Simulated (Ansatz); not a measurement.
`CO[SiH3]` + H₂Te → `[SiH3][TeH]` + CH₃OH at 298.15 K and 1 bar (ligand exchange at the Si–O bond).

Computed with Ansatz on PBE0-D4/def2-TZVP structures; ΔE is electronic, products minus reactants. CCSD(T)/CBS is the MP2 limit (def2-TZVPP, def2-QZVPP) plus CCSD(T) − MP2 in def2-TZVPP, frozen cores. This one scheme is used for every species. Elements past krypton have def2 core potentials. For Te outer-core shells are correlated without core-valence functions, which leaves a few kJ/mol of doubt a bond.

```
      species  CCSD(T)/CBS energy (Eh)  H − E (kJ/mol)  S (J/(mol·K))
   `CO[SiH3]`               -405.93001           192.4          298.5
         H₂Te               -268.91024            41.3          228.4
`[SiH3][TeH]`               -559.21313            96.9          297.5
        CH₃OH               -115.61712           146.3          238.2
```

H − E and S are ideal-gas, rigid-rotor, harmonic terms from PBE0-D4/def2-TZVP. 1 Eh = 2625.50 kJ/mol, R = 8.31446 J/(mol·K).

Q: By hand: ΔE, ΔH, ΔS and ΔG.

A: ΔE = (-559.21313) + (-115.61712) − (-405.93001) − (-268.91024) = 0.01000 Eh = 26.3 kJ/mol. Δ(H − E) = 96.9 + 146.3 − 192.4 − 41.3 = 9.5, so ΔH = 35.8 kJ/mol. ΔS = 297.5 + 238.2 − 298.5 − 228.4 = 8.8 J/(mol·K). ΔG = 35.8 − 298.15 × (8.8)/1000 = 33.2 kJ/mol.

Q: By hand: the equilibrium constant, and the temperature at which ΔG would vanish if ΔH and ΔS stayed fixed.

A: log₁₀ K = −ΔG/(RT ln 10) = -5.8. ΔG = 0 at ΔH/ΔS = 4068 K, far beyond where these terms or the molecules hold.

The number of gas molecules stays the same, so ΔS is small and ΔH decides. A doubt of 5 kJ/mol in ΔE shifts log₁₀ K by 0.9 here. These are equilibria of isolated gas molecules and say nothing of rates. Largest T1 diagnostic: 0.011 (customary marks: 0.02 for closed shells, 0.045 for open ones).
